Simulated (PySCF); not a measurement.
C3H6BNO, SMILES C#CB(N)OC.

Geometry optimised at PBE0-D3(BJ)/def2-SVP. This is a generated structure with no PubChem entry under its InChIKey; it may be hypothetical. The values are those of a single conformer.

Two levels are set side by side: TDDFT-PBE/def2-SVPD (PySCF) and TDDFT-ωB97X/def2-SVPD (PySCF). Vertical, same geometry. The lowest singlet is HOMO→LUMO 94 % with PBE and HOMO−2→LUMO 93 % with the other functional; states are paired by order. Differences are taken from unrounded values.

```csv
quantity,TDDFT-PBE
lowest singlet excitation (eV),5.55
lowest triplet excitation (TDA) (eV),4.64
first bright state (f over 0.05) (eV),5.55
its oscillator strength,0.09
```

These are the TDDFT-PBE values. What does TDDFT-ωB97X give? (An estimate is asked for; the answer gives what the named calculation found.)


```csv
quantity,TDDFT-ωB97X,TDDFT-PBE minus TDDFT-ωB97X
lowest singlet excitation (eV),5.87,-0.32
lowest triplet excitation (TDA) (eV),4.96,-0.32
first bright state (f over 0.05) (eV),7.35,-1.80
its oscillator strength,0.17,-0.08
```

A lower first singlet is the usual sign of a functional without exact exchange. Differences between two approximate levels are no errors against the true value.

Rough cost on one machine, each run with all the roots and properties that it gave: TDDFT-ωB97X against TDDFT-PBE about 7 times.
